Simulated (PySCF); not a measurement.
Species: C₂H₇FO₂Si.
Numbering: `[CH3:1][O:2][SiH:3]([F:4])[O:5][CH3:6]` (hydrogens: H7, H8, H9 on C1; H10 on Si3; H11, H12, H13 on C6)

The geometry is computed with GFN2-xTB (gas phase).

(1) List the bond lengths, angles and torsions at this level.

## Answers

(1) 
```csv
bond,length (Å)
"C1–O2, O5–C6",1.399
O2–Si3,1.613
Si3–F4,1.602
Si3–O5,1.601
C1–H7 and 5 like bonds,1.091
Si3–H10,1.451
```

Bonds in one row agree within 0.01 Å and their mean is given. A selection of angles:
```csv
angle,degrees
O2–C1–H7,107.7
O2–C1–H8,110.7
H7–C1–H8,109.5
C1–O2–Si3,129.9
O2–Si3–F4,110.6
O2–Si3–O5,108.7
O2–Si3–H10,113.3
F4–Si3–O5,102.1
F4–Si3–H10,106.2
O5–Si3–H10,115.2
Si3–O5–C6,130.9
O5–C6–H13,110.3
```

Dihedral angles: C1–O2–Si3–F4 -58° (synclinal); O2–Si3–O5–C6 -58° (synclinal). The mirror-image conformer, all signs reversed, is as good.

Si3 (fluorine-bound silicon) is distorted tetrahedral (angles from 102.1° to 115.2°).

Point group: C1 (no symmetry element, even within 0.4 Å). No GFN2-xTB frequencies stand behind this structure, so it isn't proved a minimum. One conformer, not necessarily the lowest.
